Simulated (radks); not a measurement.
The numbers below are computed, except where a source is named.
These are the eigenvalues of the occupied orbitals of an atom or ion with whole-number occupations (Ry). Level of theory: scalar-relativistic Kohn-Sham, PBEsol, spin-polarised, spherical densities, finite nucleus; Fermi nuclear charge, rms radius of each element as measured or else 0.836 A^(1/3) + 0.57 fm (a radial shooting solver on a logarithmic mesh with Libxc functionals).

1s up: -3073.422
1s down: -3073.421
2s up: -495.9098
2s down: -495.9088
2p up: -443.9951
2p down: -443.9941
3s up: -108.3896
3s down: -108.3470
3p up: -91.94466
3p down: -91.90219
3d up: -68.82531
3d down: -68.79208
4s up: -22.95506
4s down: -22.83974
4p up: -17.56959
4p down: -17.45334
4d up: -9.86143
4d down: -9.74417
5s up: -4.34636
5s down: -4.27070
5p up: -2.97906
5p down: -2.91829
4f up: -1.72470
6p up: -0.89072

Which element is it, and in what charge state? The configuration may be excited. Open shells, if any, are filled with parallel spins first.

Answer. Z = 59, praseodymium, charge +2: Pr2+ in [Xe] 4f2 6p1. The list shows which subshells hold electrons but not how many an open one holds; the 1s level, -1536.7 hartree, gives Z - s = 55.4 by -(Z - s)^2/2, which with screening and relativity narrows Z to a few neighbours, and the depths of the outer levels then fix element, charge and occupations together.
